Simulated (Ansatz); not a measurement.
Program: Ansatz. Geometries: PBE0-D4/def2-TZVP. ΔE: electronic, gas phase. CCSD(T)/CBS adds triple-zeta CCSD(T) − MP2 to the extrapolated MP2 energy (def2 sets, frozen cores). This one scheme is used for every species. DFT in def2-TZVPP. B3LYP here is the variant with VWN-RPA as its local correlation; programs differ in this. HSE06 is defined as in plane-wave codes. Elements past krypton have def2 core potentials. For Mo outer-core shells are correlated without core-valence functions, which leaves a few kJ/mol of doubt a bond. One conformer a species, not always the lowest.

Reaction (redistribution): `[NH2][Mo](=[O])([F])=[S]` + `F[SiH](F)F` → `[O]=[Mo]([F])([F])=[S]` + `N[SiH](F)F`

```csv
level,ΔE (kcal/mol),difference from CCSD(T)/CBS
LDA (SPW92),10.3,-3.1
PBE-D4,9.4,-4.0
revPBE-D4,9.1,-4.3
BLYP-D4,9.9,-3.5
r2SCAN-D4,10.2,-3.2
B97M-V,9.7,-3.7
PBE0-D4,10.9,-2.5
B3LYP-D4,11.1,-2.3
r2SCANh-D4,10.8,-2.6
HSE06-D4,10.9,-2.5
BHLYP-D4,12.5,-0.9
CAM-B3LYP-D4,10.7,-2.7
ωB97X-V,10.0,-3.4
B2PLYP,11.3,-2.1
PBE-QIDH,12.1,-1.3
PBE,9.0,-4.4
revPBE,8.5,-4.9
BLYP,9.2,-4.2
B3LYP,10.5,-2.9
r2SCANh,10.7,-2.7
r2SCAN0,11.5,-1.9
HSE06,10.6,-2.8
BHLYP,11.9,-1.5
CAM-B3LYP,10.3,-3.1
LC-ωPBE,8.5,-4.9
HF/def2-SVP,10.4,-3.0
MP2/def2-SVP,10.8,-2.6
CCSD/def2-SVP,11.4,-2.0
CCSD(T)/def2-SVP,11.2,-2.2
HF/def2-TZVPP,13.0,-0.4
MP2/def2-TZVPP,13.9,0.5
SCS-MP2/def2-TZVPP,13.2,-0.2
CCSD/def2-TZVPP,13.7,0.3
CCSD(T)/def2-TZVPP,13.5,0.1
HF/def2-QZVPP,13.0,-0.4
MP2/def2-QZVPP,13.9,0.5
SCS-MP2/def2-QZVPP,13.2,-0.2
HF/CBS(def2),13.0,-0.4
MP2/CBS(def2),13.8,0.4
CCSD/CBS(def2),13.7,0.3
CCSD(T)/CBS,13.4,0
```

Largest T1 diagnostic among the species: 0.025, so the coupled-cluster value is less sure than usual.

Leaving LDA and LC-ωPBE aside and taking each functional with its dispersion term where it has one, the values spread over 3.4 kcal/mol, from revPBE-D4 to BHLYP-D4. LDA lies +1.3 kcal/mol from PBE without D4. From BLYP to BHLYP (50 % exact exchange), in def2-TZVPP and without D4, ΔE moves by +2.6 kcal/mol.
